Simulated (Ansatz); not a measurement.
Reaction (homolysis of the H–Si bond): `N[SiH](F)Cl` → H• + `N[Si](F)Cl`•

Program: Ansatz. Geometries: PBE0-D4/def2-TZVP. ΔE: electronic, gas phase. CCSD(T)/CBS is the MP2 limit (def2-TZVPP, def2-QZVPP) plus CCSD(T) − MP2 in def2-TZVPP, frozen cores. This one scheme is used for every species, atoms too. Functionals use def2-TZVPP. B3LYP here is the variant with VWN-RPA as its local correlation; programs differ in this. No spin–orbit coupling; open shells (•) take unrestricted orbitals. Each species was taken in one conformer, which may not be the lowest.

| level | ΔE (kJ/mol) |
| --- | --- |
| B3LYP-D4 | 409.5 |
| ωB97M-V | 423.6 |
| B2PLYP | 411.4 |
| MP2/def2-QZVPP | 412.1 |

(1) What does CCSD(T)/CBS give? (Best estimate.)

(2) What do rigid-rotor, harmonic-oscillator terms from PBE0-D4/def2-TZVP frequencies (298.15 K, 1 bar) make of the CCSD(T)/CBS value? (Estimate.)

Largest T1 diagnostic among the species: 0.013.

Answers

(1) The calculation gave: +424.7 kJ/mol. The listed levels differ from it by -15.2, -1.1, -13.3, -12.6 kJ/mol.

(2) Computed: ΔZPE = -24.4 kJ/mol, ΔH = +406.2 kJ/mol, ΔS = 120 J/(mol·K), ΔG = +370.5 kJ/mol. Open shells count their whole term as degenerate.

Leaving LDA and LC-ωPBE aside and taking each functional with its dispersion term where it has one, the values, not all of them listed here, spread over 39.1 kJ/mol, from revPBE-D4 to ωB97M-V. LDA lies +41.5 kJ/mol from PBE without D4, its usual overbinding. From BLYP to BHLYP (50 % exact exchange), in def2-TZVPP and without D4, ΔE moves by +22.6 kJ/mol. In def2-TZVPP, CCSD(T) changes the Hartree–Fock value by +77.7 kJ/mol (the triples alone add −0.8 kJ/mol) and MP2 by +68.0 kJ/mol; breaking electron pairs costs correlation energy, which Hartree–Fock lacks.
